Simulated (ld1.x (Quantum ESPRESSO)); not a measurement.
**Os (Z = 76), PAW: configuration errors across variants**

Os (Z = 76), PAW, made with ld1.x (Quantum ESPRESSO) 7.5 (LDA (PZ), scalar-relativistic). Core [Kr] 4d10 4f14, reference 5s2 5p6 5d6 6s1 6p0 (charge +1). Waves: 5s (bound): rcut 1.30, rcutus 1.50 bohr; 6s (bound): rcut 1.30, rcutus 1.50 bohr; 5p (bound): rcut 1.65, rcutus 1.90 bohr; 6p (bound, empty): rcut 1.65, rcutus 1.90 bohr; 5d (bound): rcut 1.25, rcutus 1.45 bohr; 5d channel at -0.75 Ry: rcut 1.25, rcutus 1.45 bohr. Local part: all-electron potential smoothed inside 1.80 bohr (lloc = -1). Core correction: Bessel-smoothed model core, default radius (core density twice the valence density). Augmentation charge: PSQ, inside the norm-conserving radii.

All-electron excitation energies from the reference (eV): (1) 5s2 5p6 5d6 6s2 6p0 -9.864; (2) 5s2 5p6 5d6 6s0 6p0 17.284; (3) 5s2 5p6 5d5 6s0 6p0 46.439; (4) 5s2 5p6 5d6 6s1.5 6p0 -5.818; (5) 5s2 5p6 5d6 6s1 6p1 -4.720; (6) 5s1 5p6 5d6 6s2 6p0 88.689; (7) 5s2 5p6 5d6 6s0 6p2 0.767; (8) 5s2 5p6 5d6 6s1 6p0 spin -2.966; (9) 5s2 5p6 5d6 6s2 6p0 spin -11.884.

Spin tests fill each open shell by Hund’s rule, majority spin first.

The overlap operator is not positive definite (basis up to 400 Ry) in “base”, “local potential all-electron potential smoothed inside 0.74 bohr (lloc = -1)”, “local potential all-electron potential smoothed inside 0.88 bohr (lloc = -1)”, “local potential all-electron potential smoothed inside 1.12 bohr (lloc = -1)”, “local potential all-electron potential smoothed inside 1.22 bohr (lloc = -1)”, “local potential all-electron potential smoothed inside 1.38 bohr (lloc = -1)”, “local potential all-electron potential smoothed inside 1.54 bohr (lloc = -1)”, “local potential all-electron potential smoothed inside 1.70 bohr (lloc = -1)”, “local potential all-electron potential smoothed inside 1.92 bohr (lloc = -1)”, “local potential all-electron potential smoothed inside 2.06 bohr (lloc = -1)”. Such files are unfit for use, however small their errors in these radial tests.

Errors AE − PS in meV (a dash: test not solved or not reliable):

| change | (1) | (2) | (3) | (4) | (5) | (6) | (7) | (8) | (9) | bound ghosts |
| --- | --- | --- | --- | --- | --- | --- | --- | --- | --- | --- |
| base | +2.8 | -5.6 | -25 | +1.8 | +2.1 | -298 | -2.5 | -19 | -15 | not determined (overlap not positive) |
| local potential all-electron potential smoothed inside 0.74 bohr (lloc = -1) | +3.0 | -5.5 | -28 | +1.8 | +1.5 | -267 | +0.9 | -19 | -13 | not determined (overlap not positive) |
| local potential all-electron potential smoothed inside 0.88 bohr (lloc = -1) | +3.0 | -5.5 | -45 | +1.8 | -5.8 | -463 | -3.3 | -33 | -26 | not determined (overlap not positive) |
| local potential all-electron potential smoothed inside 1.12 bohr (lloc = -1) | +3.2 | -5.6 | -4.3 | +1.9 | +3.0 | -5.8 | +3.8 | +10 | +12 | not determined (overlap not positive) |
| local potential all-electron potential smoothed inside 1.22 bohr (lloc = -1) | +3.3 | -5.5 | -9.0 | +1.9 | +2.7 | -61 | +3.5 | +2.0 | +5.1 | not determined (overlap not positive) |
| local potential all-electron potential smoothed inside 1.38 bohr (lloc = -1) | +3.3 | -5.5 | -12 | +1.9 | +2.7 | -98 | +4.4 | -2.8 | +0.9 | not determined (overlap not positive) |
| local potential all-electron potential smoothed inside 1.54 bohr (lloc = -1) | +3.9 | -5.3 | -12 | +2.1 | +3.7 | -76 | +12 | -2.2 | +2.2 | not determined (overlap not positive) |
| local potential all-electron potential smoothed inside 1.70 bohr (lloc = -1) | +2.7 | -5.6 | -13 | +1.6 | +1.2 | -112 | -4.7 | -1.7 | +1.1 | not determined (overlap not positive) |
| local potential all-electron potential smoothed inside 1.92 bohr (lloc = -1) | +3.7 | -5.5 | -13 | +2.0 | +4.8 | -177 | +19 | +8.3 | +12 | not determined (overlap not positive) |
| local potential all-electron potential smoothed inside 2.06 bohr (lloc = -1) | +3.7 | -5.4 | -15 | +2.0 | +5.0 | -158 | +21 | -9.4 | -4.9 | not determined (overlap not positive) |

(1) Give the same row for: local potential all-electron potential smoothed inside 2.16 bohr (lloc = -1).

Answers

(1) +3.4, -5.6, -17, +1.9, +2.6, -171, +4.8, -9.3, -5.3; bound ghosts: none.
